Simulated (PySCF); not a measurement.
Gas-phase equilibrium of 1 mol H2S, 16 mol H2 at 800 K and 1.00 bar, among 9 species (S2, S6, H2S2, H, H2S, SH, H2, S8, S). Only gases are allowed; each row takes one source of thermochemistry for all species, and Cantera finds the minimum.

Method: PySCF energies (xtb for GFN2) plus ideal-gas RRHO corrections (1 bar). † marks an energy on the PBE0/def2-TZVP geometry and frequencies; other levels use their own. 6-31G* has spherical d functions here. Open shells (unrestricted) among the columns below: S2 (multiplicity 3), SH (multiplicity 2, electronic degeneracy 4), S (multiplicity 3, electronic degeneracy 9); the rest are closed-shell singlets. GFN2 has no spin-polarisation term. Spin-orbit splitting is ignored; it lowers the true energy and changes the entropy of SH, S. No R ln 2 is added for the mirror-image form of H2S2. The harmonic model lacks anharmonicity and excited electronic states, which grow with temperature; levels with a mode under 35 cm⁻¹ are left out. Internal rotation in H2S2 is treated as a harmonic vibration of one conformer, which makes the entropy rough.

Molecules larger than those listed are left out.

With BLYP/def2-TZVP† thermochemistry: H2 0.94, H2S 0.059, SH 1.1e-8, H2S2 6.6e-8, S2 5.4e-7, S <1e-12.

Q: How far does the composition move with the other sources (GFN2-xTB, HF/6-31G*, M06-2X/def2-TZVP†, PBE/def2-TZVP†, ωB97X-V/def2-TZVP†)?

A: 
```tsv
thermochemistry	x H2	x H2S	x SH	x H2S2	x S2	x S
BLYP/def2-TZVP†	0.94	0.059	1.1e-8	6.6e-8	5.4e-7	<1e-12
GFN2-xTB	0.94	0.059	6.3e-9	1.1e-6	1.4e-9	<1e-12
HF/6-31G*	0.94	0.059	5.8e-5	6.3e-10	1.6e-8	4.9e-7
M06-2X/def2-TZVP†	0.94	0.059	2.8e-9	1.1e-7	5.2e-9	<1e-12
PBE/def2-TZVP†	0.94	0.059	1.2e-9	1.4e-7	3.4e-8	<1e-12
ωB97X-V/def2-TZVP†	0.94	0.059	1.5e-9	2.9e-8	2.5e-10	<1e-12
```
The most sensitive of these is S: it spans a factor of 10^5.7 over these rows; at this temperature one factor of ten is RT ln 10 = 15 kJ/mol.
